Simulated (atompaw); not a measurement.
## Reading a pseudo-wave (Ta)

Columns: radius, all-electron u(r) and pseudo u(r) of the 6s shell (level -18.77 eV) of tantalum in the configuration [Xe] 4f14 5d3 6s0 6p0; LDA (PW92), scalar-relativistic, PAW (atompaw) scheme, atompaw 4.2.0.5.

```tsv
r (bohr)	all-electron	pseudo
0.115	-0.0969	0.0363
0.231	0.0041	0.0730
0.346	0.2149	0.1096
0.462	0.1207	0.1469
0.577	-0.0898	0.1843
0.692	-0.2608	0.2222
0.808	-0.3429	0.2608
0.923	-0.3393	0.2995
1.038	-0.2739	0.3385
1.154	-0.1696	0.3779
1.269	-0.0476	0.4169
1.385	0.0796	0.4558
1.500	0.2009	0.4934
1.615	0.3115	0.5297
1.731	0.4092	0.5644
1.846	0.4908	0.5962
1.962	0.5577	0.6249
2.077	0.6094	0.6495
2.192	0.6475	0.6694
2.308	0.6736	0.6841
2.423	0.6886	0.6928
2.538	0.6941	0.6954
2.654	0.6916	0.6918
2.769	0.6823	0.6823
2.885	0.6673	0.6673
3.000	0.6479	0.6479
```

Task: How many radial nodes do the two functions have?

Result: The all-electron 6s function has n − l − 1 = 5 (the table is too coarse to show those close to the nucleus); the pseudo-wave has 0, since the states of the same l below it are removed with the core.

Task: Is the pseudo-wave norm-conserving?

Result: No, it belongs to a PAW set: the norm inside the radius is not constrained, and the difference is carried by the augmentation charge.
